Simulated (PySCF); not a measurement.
A calculated (PBE0, PySCF 2.14, cc-pVTZ, the non-relativistic Hamiltonian (point nucleus)) atom or ion has these occupied shells.

```csv
shell,electrons,orbital energy (eV),"rms radius, mean of both spins (bohr)"
1s α,1,-5896.7,0.0743
1s β,1,-5896.7,0.0743
2s α,1,-694.42,0.321
2s β,1,-692.63,0.321
2p α,3,-592.50,0.289
2p β,3,-590.98,0.289
3s α,1,-100.60,0.973
3s β,1,-95.573,0.973
3p α,3,-71.687,1.04
3p β,3,-66.231,1.04
3d α,4,-26.546,1.35
```

(1) Name the element and its charge.

Answers

(1) Cr²⁺ (chromium, charge +2), in [Ar] 3d4, high-spin 5D determinant.
